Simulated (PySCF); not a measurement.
Delta-SCF ions had no search for a lower state. Excitations are Tamm–Dancoff values on a coarser integration grid. The basis has no diffuse functions, so Rydberg states are missing or too high.

H$_{2}$SSi, SMILES `[SiH2]=S` (charge 0, multiplicity 1)

Computed with PBE-D3(BJ)/def2-TZVP // r2SCAN-D4/def2-TZVP in PySCF.

The HOMO is -6.07 eV and the dipole moment is 2.44 D. The HOMO–LUMO gap is 2.67 eV and the LUMO is -3.40 eV. The S1 excitation (TDA) is 2.80 eV. The S1 oscillator strength is 0.000, the brightest of the four lowest singlets (TDA) comes out as 5.05 eV and the T1 excitation (TDA) is 2.47 eV. The S1–T1 gap (TDA) is 0.34 eV and the vertical ionisation energy (Delta-SCF) is 9.47 eV. The adiabatic ionisation energy (no zero-point term) is 9.33 eV. The hole reorganisation energy (four-point) is 0.283 eV and the total energy is -688.5842 Ha. The cost is around 30 core-seconds (rough).

Bonded distances (Å): Si1–S2 1.942, Si1–H3 1.485, Si1–H4 1.485. Bond angles (°): S2–Si1–H3 125.1, S2–Si1–H4 125.1, H3–Si1–H4 109.9.
Charge 0, spin multiplicity 1.
